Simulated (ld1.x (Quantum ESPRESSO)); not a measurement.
**What one change does to a pseudopotential (Si (Z = 14), TM)**

silicon, norm-conserving Troullier–Martins (Kleinman–Bylander form), made with ld1.x (Quantum ESPRESSO) 7.5 (LDA (PZ), scalar-relativistic). Core [Ne], reference 3s1.75 3p2.25. Waves: 3s (bound): rc 1.70 bohr; 3p (bound): rc 1.60 bohr. Local part: all-electron potential smoothed inside 1.55 bohr (lloc = -1). Core correction: none.

All-electron outer shells of the reference configuration (LDA (PZ), scalar-relativistic, ld1.x):

```csv
shell,level (eV),outermost node (bohr),outermost maximum (bohr)
2s,-139.15,0.15,0.45
2p,-96.01,–,0.39
3s,-11.08,0.72,1.77
3p,-4.32,0.72,2.14
```

Change: wave 3p (bound): rc 1.60 bohr becomes 3p (bound): rc 1.38 bohr.

Cutoffs: the cutoffs (Ry, on a coarse ladder) from which the occupation-weighted sum of valence levels, in a spherical-Bessel basis at the reference potential, stays within 10 and 1 mRy of its value at 400 Ry; they do not see the model core or the augmentation charge, which bear on the density cutoff. Errors are all-electron minus pseudo energies relative to the spin-unpolarised reference configuration.

**Question.** How do hardness, ghosts and transferability respond?

**Answer.** The potential gets harder (18 Ry and 45 Ry → 50 Ry and 70 Ry); of the 9 tests that both files solve, the error grows in 3 and shrinks in 0 by more than 15 % and 0.3 meV (median size 18.2 → 30.5 meV); neither file shows a bound ghost. A smaller radius makes the pseudo-wave follow the all-electron one further in, where it bends more sharply, so more plane waves are needed. That the errors move this way runs against the usual rule that smaller radii transfer better.

| quantity | base | changed |
| --- | --- | --- |
| cutoff, loose | 18 Ry | 50 Ry |
| cutoff, tight | 45 Ry | 70 Ry |
| loose cutoff by channel (10 mRy a level) | s 12 Ry, p 6 Ry | s 12 Ry, p 45 Ry |
| bound ghosts | none | none |
| error for 3s2 3p2, meV [ΔE -1.68 eV] | +0.4 | +0.6 |
| error for 3s2 3p1, meV [ΔE 6.14 eV] | +3.2 | +3.8 |
| error for 3s2 3p0, meV [ΔE 22.26 eV] | +35 | +34 |
| error for 3s0 3p4, meV [ΔE 12.09 eV] | +18 | +31 |
| error for 3s2 3p1.5, meV [ΔE 1.28 eV] | +0.4 | +0.8 |
| error for 3s1 3p0, meV [ΔE 56.40 eV] | +226 | +214 |
| error for 3s1 3p2, meV [ΔE 13.56 eV] | +15 | +17 |
| error for 3s1.75 3p2.25 (spin-polarised), meV [ΔE -1.01 eV] | +82 | +81 |
| error for 3s2 3p2 (spin-polarised), meV [ΔE -2.30 eV] | +41 | +41 |
| s: phases at 1.85 bohr within 0.05 rad from the reference energy up to (Ry; the scan ends near 5) | 1.8 | 1.8 |
| p: phases at 1.85 bohr within 0.05 rad from the reference energy up to (Ry; the scan ends near 5) | 3.1 | 2.5 |
